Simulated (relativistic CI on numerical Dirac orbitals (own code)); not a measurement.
**Mo4+: 3p photoemission**

Computed with this model: Dirac-Coulomb-Breit CI, KLI orbitals optimised for each configuration, model QED (radiative potential, 1s self-energy scaled to tabulated hydrogen-like ionisation energies), valence Slater integrals scaled by 0.7, multiplet model of photoemission in the sudden approximation; configurations [Kr] 4d2 → [Ne] 3s2 3p5 3d10 4s2 4p6 4d2; 300 K; Lorentzian 2 eV and Gaussian 0.6 eV FWHM. Energies are those of the free ion, without screening or charge transfer. The energies are binding energies and can lie tens of eV above those of solids. S is read from ⟨S²⟩ = S(S + 1).

free ion: ground-state S = 0.99, centroid 463.13 eV. Peaks (eV, height): 457.2 (100), 475.0 (52).

Strongest unbroadened transitions for free ion:

| Energy (eV) | Relative strength |
| --- | --- |
| 456.72 | 25.1 |
| 456.82 | 37.8 |
| 457.01 | 31.7 |
| 457.15 | 100.0 |
| 457.33 | 4.6 |
| 457.38 | 39.2 |
| 457.54 | 10.4 |
| 457.83 | 4.1 |
| 458.20 | 1.8 |
| 458.23 | 0.5 |
| 458.49 | 2.2 |
| 458.55 | 0.6 |
| 458.98 | 2.3 |
| 459.01 | 0.5 |
| 474.92 | 75.4 |
| 475.25 | 51.3 |
| 475.31 | 2.8 |
| 476.31 | 0.9 |
